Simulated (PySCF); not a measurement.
# Radial density of Si (silicon, neutral)

UHF, [Ne] 3s1 3p2 4s1, high-spin 5P determinant (an excited configuration). Calculation: PySCF 2.14, in aug-cc-pV(5+d)Z; the non-relativistic Hamiltonian (point nucleus).

| r (bohr) | 4πr²ρ (e/bohr) | 4πr²(ρα − ρβ) |
| --- | --- | --- |
| 0.00182 | 0.07007 | 0.0002 |
| 0.00307 | 0.1915 | 0.0005 |
| 0.00516 | 0.5109 | 0.0015 |
| 0.00868 | 1.310 | 0.0038 |
| 0.0146 | 3.141 | 0.0090 |
| 0.0246 | 6.735 | 0.0192 |
| 0.0413 | 11.99 | 0.0337 |
| 0.0695 | 15.74 | 0.0436 |
| 0.117 | 13.32 | 0.0514 |
| 0.197 | 9.642 | 0.1398 |
| 0.331 | 13.42 | 0.2998 |
| 0.556 | 11.88 | 0.0944 |
| 0.936 | 3.283 | 0.1841 |
| 1.57 | 1.526 | 1.3959 |
| 2.65 | 1.039 | 1.0384 |
| 4.45 | 0.2710 | 0.2710 |
| 7.49 | 0.1561 | 0.1561 |
| 12.6 | 0.002541 | 0.0025 |

The outer electron is Rydberg-like, and this basis confines it to a smaller radius and binds it less than a complete one would.
